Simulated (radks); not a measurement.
The numbers below are computed, except where a source is named.
Q: The mean radii <r> (bohr) of the occupied orbitals of an atom or ion are listed with their occupations. Code: a radial shooting solver on a logarithmic mesh with Libxc functionals. Model: non-relativistic Kohn-Sham, PBEsol, spin-polarised, spherical densities, point nucleus.

| orbital | occ. | <r> |
|---|---|---|
| 1s up | 1 | 0.06424 |
| 1s down | 1 | 0.06424 |
| 2s up | 1 | 0.2966 |
| 2s down | 1 | 0.2960 |
| 2p up | 3 | 0.2614 |
| 2p down | 3 | 0.2608 |
| 3s up | 1 | 0.9113 |
| 3s down | 1 | 0.9125 |
| 3p up | 3 | 0.9705 |
| 3p down | 3 | 0.9730 |
| 4s up | 1 | 3.337 |
| 3d up | 5 | 1.463 |

Name the element and its charge. Open shells, if any, are filled with parallel spins first.

A: Z = 24, chromium, charge 0: Cr in [Ar] 3d5 4s1. The 1s radius gives Z: for a bare nucleus <r> = 1.5/Z, 0.0625 bohr for Z = 24, and screening makes it slightly larger (0.06424 here). The occupations add up to 24, and the charge is Z minus that.
